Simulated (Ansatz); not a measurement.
Cost and result up the ladder for Si₃₇H₅₁, a nanocrystal with a defect cut from the lattice of silicon (one cap removed) (88 atoms). The state is a doublet with charge 0. Geometry: PBE-D4/def2-SVP.

```xyz
88

Si    1.539   -5.907    2.572
Si    2.748   -4.436   -0.839
Si   -0.985   -4.263    0.333
Si   -0.028   -2.422    3.454
Si   -3.710   -1.969    5.062
Si    3.966   -3.104   -4.303
Si    0.339   -2.734   -3.415
Si    1.212   -1.046    0.002
Si    2.408    0.390   -3.442
Si   -1.174    0.692   -2.541
Si   -2.493   -0.830    1.189
Si   -1.355    1.092    4.303
Si   -0.334    2.375    0.851
Si   -4.034    2.554    2.104
Si    0.219    2.568   -6.052
Si    1.020    3.832   -2.412
Si   -2.671    4.127   -1.749
Si   -1.848    5.721    1.681
Si    2.209   -4.130   -3.110
Si    1.002   -5.524    0.307
Si    1.730   -3.939    3.859
Si    3.158   -2.349    0.157
Si   -0.528   -2.113    1.172
Si   -1.883   -3.386    4.559
Si    0.372   -0.464    4.696
Si   -3.113    0.245    5.624
Si    4.386   -0.873   -3.661
Si    1.731    0.789   -5.672
Si    0.687   -0.710   -2.267
Si    1.598    1.047    0.992
Si    2.975    2.539   -2.666
Si   -0.810    2.726   -1.424
Si   -2.042    1.305    2.060
Si    0.109    4.461    1.859
Si   -3.570    4.722    2.913
Si    0.515    4.432   -4.634
Si   -2.339    6.143   -0.568
H     2.808   -6.717    2.683
H     0.414   -6.721    3.169
H     3.984   -5.304   -0.756
H    -1.965   -4.929    1.267
H    -1.626   -4.179   -1.027
H    -4.417   -2.567    6.257
H    -4.695   -1.953    3.923
H     5.232   -3.919   -4.180
H     3.567   -3.080   -5.759
H    -0.941   -3.387   -2.967
H     0.208   -2.419   -4.885
H    -2.450    0.050   -2.066
H    -1.326    0.965   -4.017
H    -3.484   -1.526    2.087
H    -3.118   -0.722   -0.176
H    -0.975    2.457    4.828
H    -5.023    1.845    2.999
H    -4.631    2.636    0.724
H    -1.203    2.081   -5.956
H     0.436    3.037   -7.472
H     1.309    5.092   -1.629
H    -3.927    3.449   -1.268
H    -2.820    4.387   -3.230
H     1.944   -5.485   -3.727
H     0.754   -6.861   -0.355
H     3.066   -3.285    3.624
H     1.660   -4.320    5.319
H     3.534   -2.515    1.606
H     4.291   -1.641   -0.538
H    -2.388   -4.592    3.805
H    -1.346   -3.873    5.885
H     0.270   -0.872    6.149
H     1.754    0.090    4.477
H    -2.622    0.230    7.053
H    -4.337    1.125    5.564
H     5.214   -0.218   -4.742
H     5.191   -0.834   -2.388
H     1.179   -0.470   -6.296
H     2.999    1.143   -6.414
H     2.743    1.735    0.296
H     1.987    0.862    2.435
H     3.846    2.502   -1.440
H     3.780    3.177   -3.777
H     0.495    4.246    3.301
H     1.258    5.126    1.144
H    -3.116    4.590    4.346
H    -4.810    5.580    2.883
H     1.697    5.213   -5.159
H    -0.701    5.322   -4.715
H    -1.159    6.850   -1.189
H    -3.547    7.038   -0.689
```

Ansatz on 11 threads of AMD EPYC 7R13 on a shared host and a whole NVIDIA H100 80GB HBM3. Times are rough, and most runs start from the orbitals of an earlier one. PBE0-D4/def2-SVP serves as the yardstick here, not as an exact answer. Differences are given only for rows in sets of like size (and for xTB, whose basis is part of the method), since another set adds its own error. Binding counts from free atoms at the same level (Si triplet, H doublet; other spins of the atoms weren't run), without zero-point energy or a counterpoise term.

B3LYP takes the VWN-RPA correlation. Correlated methods freeze 185 core orbitals. The rows differ in basis, and correlated rows in double-zeta sets carry the largest basis error. Single mean-field runs in 6-31G, def2-SVP, def2-mTZVP are fitted with def2-universal-jkfit.

Correlated methods converge slowly with the basis, most of all in double-zeta sets.

```tsv
level	functions	wall time	binding energy per atom (eV)	difference from PBE0-D4/def2-SVP (eV)
HF/STO-3G	384	4 s	3.66	–
PBE-D4/def2-SVP	921	6.5 s	3.27	0.00
HF/6-31G	583	7 s	2.00	–
B3LYP-D4/6-31G	583	8 s	2.98	–
r2SCAN-D4/def2-SVP	921	9 s	3.28	0.01
r2SCAN-D4/def2-mTZVP	967	10 s	3.22	–
PBE0-D4/def2-SVP (with forces)	921	19 s	3.27	0.00
B3LYP-D4/def2-SVP (with forces)	921	19 s	3.24	-0.03
MP2/def2-SVP	921	21 s	3.01	-0.26
```
